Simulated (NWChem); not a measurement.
Molecule: CHBrF2; SMILES FC(Br)F

This build's default masses of Se (78.918 u) and Br (79.917 u) are each other's, which moves their modes by up to 0.6 %.

Problem. Give the equilibrium geometry at PBE0/def2-SVP (NWChem) as a Z-matrix, with the point group.

Solution. point group Cs; any orientation.
```
C
F 1 1.3266
F 1 1.3266 2 108.94
H 1 1.1003 2 110.45 3 121.49
Br 1 1.9414 4 107.64 2 -119.70
```
